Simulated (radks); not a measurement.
Q: Radial electron density D(r) = 4 pi r^2 rho(r) of an atom or ion with 10 electrons. Method: non-relativistic Kohn-Sham, RPBE, spin-polarised, spherical densities, point nucleus; computed with a radial shooting solver on a logarithmic mesh with Libxc functionals.

r (bohr)  D(r) (e/bohr)  spin D(r)
0.008505         0.4619      0.405
0.009589         0.5721      0.501
0.01081          0.7062      0.619
0.01219          0.8684      0.761
0.01363           1.049      0.919
0.01537           1.279       1.12
0.01733           1.551       1.36
0.01954           1.870       1.64
0.02204           2.239       1.96
0.02484           2.660       2.33
0.02779           3.101       2.72
0.03133           3.620       3.17
0.03533           4.182       3.66
0.03983           4.772       4.18
0.04491           5.374       4.70
0.05063           5.961       5.21
0.05709           6.504       5.67
0.06386           6.939       6.03
0.072             7.296       6.31
0.08118           7.511       6.44
0.09153           7.564       6.39
0.1032            7.456       6.16
0.1164            7.214       5.73
0.1301            6.915       5.17
0.1467            6.598       4.45
0.1654            6.388       3.67
0.1865            6.395       2.87
0.2103            6.709       2.15
0.2371            7.374       1.53
0.2652            8.286       1.08
0.2991            9.475      0.736
0.3372            10.71      0.509
0.3802            11.75      0.365
0.4286            12.39      0.267
0.4833            12.43      0.186
0.5406            11.88      0.112
0.6095            10.69     0.0351
0.6872            9.028    -0.0301
0.7748            7.134    -0.0687
0.8736            5.260    -0.0668
0.985             3.625    -0.0177
1.111             2.364     0.0749
1.242             1.556      0.188
1.401             1.038      0.319
1.579            0.7798      0.439
1.78             0.6672      0.524
2.007            0.6021      0.550
2.263            0.5233      0.507
2.532            0.4224      0.418
2.854            0.3001      0.299
3.218            0.1883      0.188
3.629            0.1041      0.104
4.091           0.04989     0.0499
4.613           0.01999     0.0200
5.16           0.007084    0.00708
5.818          0.001882    0.00188
6.559         0.0003931   0.000393

What is the nuclear charge?

A: Z = 12. The innermost maximum, from 1s, lies near 1/Z = 0.0833 bohr (found: 0.0894), and its height grows with Z. The density is that of the magnesium ion Mg2+ in 1s1 2s2 2p6 3s1; the configuration itself is not fixed sharply by these data, and Z only to about a unit. D(r) has 2 maxima, at r = 0.0894, 0.461 bohr, and minima at 0.175 bohr, inside which lie 1.01 electrons.
